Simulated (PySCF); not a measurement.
# Distorted geometries of Pb2(OH)4

Pb2(OH)4 (singlet; a saddle point, relaxed within its symmetry). PySCF 2.14.0, RKS PBE0, Pb def2-SVP with ECP60, O def2-SVP, H def2-SVP; non-relativistic Hamiltonian with scalar-relativistic core potentials where named; density fitting; no spin-orbit coupling. Relaxed geometry:

```xyz
10

Pb    0.0252   -0.6296    1.8526
Pb    0.0252   -0.6296   -1.8526
O     0.9306   -1.6399    0.0000
H     1.8916   -1.5267    0.0000
O    -0.8513    0.3972    0.0000
H    -1.5050    1.1055    0.0000
O     1.6901    0.6619    2.0561
H     1.9245    1.1349    1.2491
O     1.6901    0.6619   -2.0561
H     1.9245    1.1349   -1.2491
```

Question: Order these distorted geometries by energy above the relaxed one, lowest first.
A.
```xyz
10

Pb    0.0132   -0.6749    1.8433
Pb    0.0446   -0.6144   -1.8604
O     0.9623   -1.6546   -0.0209
H     1.9052   -1.4849    0.0180
O    -0.8608    0.3894    0.0014
H    -1.5289    1.1296   -0.0326
O     1.7007    0.6673    2.0781
H     1.9266    1.1087    1.2617
O     1.6767    0.6867   -2.0112
H     1.9057    1.1178   -1.2773
```
B.
```xyz
10

Pb   -0.0372   -0.6849    1.7872
Pb    0.0964   -0.7390   -1.7064
O     0.9189   -1.5689   -0.1416
H     1.7325   -1.5741    0.1411
O    -0.8199    0.3821    0.0099
H    -1.4246    1.1710   -0.0220
O     1.7108    0.6683    2.1702
H     1.8148    1.1762    1.2095
O     1.7513    0.7207   -1.9978
H     2.0022    1.1191   -1.4500
```
C.
```xyz
10

Pb    0.0155   -0.6582    1.7776
Pb    0.0413   -0.6567   -1.8785
O     0.9412   -1.6511    0.0598
H     2.0518   -1.4663    0.0554
O    -0.9562    0.4907    0.0242
H    -1.5212    1.0226   -0.1412
O     1.6380    0.6966    2.0727
H     1.8768    1.1668    1.3572
O     1.7181    0.5821   -2.0897
H     1.9400    1.1441   -1.2375
```

Answer: A (0.28 eV), C (2.14 eV), B (4.70 eV).

Question: Which forces (eV/Å) act in the one that lies 0.28 eV up?

Answer: 
```
Pb   0.54  0.49 -0.08
Pb  -0.26 -0.20  0.09
O   -0.57  0.02  0.12
H    0.49  0.08 -0.03
O   -1.01  1.05 -0.12
H    1.09 -1.20  0.13
O   -0.66 -0.72  0.36
H    0.10  0.25 -0.44
O   -1.25 -2.64 -4.88
H    1.52  2.87  4.85
```
Forces carry noise of the integration grid, about 0.01 to 0.03 eV/Å.
